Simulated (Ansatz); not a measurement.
A structure relaxed at PBE0-D4/def2-TZVP, charge 0, multiplicity 1:

```csv
atom,x (Å),y (Å),z (Å)
C1,0.025,0.948,-1.055
C2,0.246,-0.329,-0.753
In3,-0.063,-0.962,1.235
F4,-0.649,0.658,2.196
H5,-0.308,1.664,-0.308
H6,0.168,1.332,-2.063
H7,0.579,-1.011,-1.531
H8,0.002,-2.300,2.280
```

(1) Give its formula and SMILES.

(2) Point group (tolerance 0.08 Å, 0.16 Å for H)?

(3) Summarise the bond lengths by kind.

## Answers

(1) C2H4FIn, `C=[CH][InH][F]`.

(2) Cs.

(3) 1 × C–C 1.331 Å; 3 × C–H 1.086 to 1.089 Å; 1 × C–In 2.109 Å; 1 × F–In 1.972 Å; 1 × H–In 1.699 Å.

Program: Ansatz 0.2.0.
